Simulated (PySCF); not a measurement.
Mapped SMILES: `[PH2:1][c:2]1[cH:3][cH:4][cH:5][cH:6][cH:7]1`. Each H is labelled by its parent atom.

Geometry: PBE0-D3(BJ)/def2-SVP; GIAO shifts from PySCF 2.14.0 with density-fitted response routines, gas phase, non-relativistic, averaged over equivalent atoms.

At PBE0/def2-SVP (137 basis functions, 13 s wall time on 1 thread of an Arm Neoverse V1, shared host):
| atoms | δ (ppm) |
| --- | --- |
| P1 | -122.9 |
| C2 | 131.6 |
| C3/C7 | 128.7 |
| C4/C6 | 126.4 |
| C5 | 124.6 |
| H(C3)/H(C7) | 7.18 |
| H(C4)/H(C6) | 7.12 |
| H(C5) | 7.01 |
| H(P1) | 4.01 |

Scale: H3PO4 for ³¹P (σref 385.86); ¹³C (σref 193.72), ¹H (σref 31.34) against TMS (reference shieldings calculated alike).

Question: Estimate the result of repeating the calculation with PBE0/cc-pVDZ.

Answer: 
```
      atoms  δ at PBE0/cc-pVDZ  change
         P1             -119.8    +3.1
         C2              134.4    +2.8
      C3/C7              130.4    +1.7
      C4/C6              128.3    +1.9
         C5              126.3    +1.7
H(C3)/H(C7)               7.28   +0.10
H(C4)/H(C6)               7.18   +0.06
      H(C5)               7.10   +0.09
      H(P1)               3.98   -0.03
```

Scale: ³¹P (389.39 ppm) vs H3PO4; TMS for ¹³C (196.75 ppm), ¹H (31.29 ppm) (reference shieldings calculated alike).

The largest change is at P1 (phosphorus bonded to C, 2 H). Cost: 137 basis functions, 13 s wall time on 1 thread of an Arm Neoverse V1, shared host. The order of the carbon signals is the same at both levels.

Experimental scales use liquid or dissolved standards, which lie at an offset from isolated H3PO4.
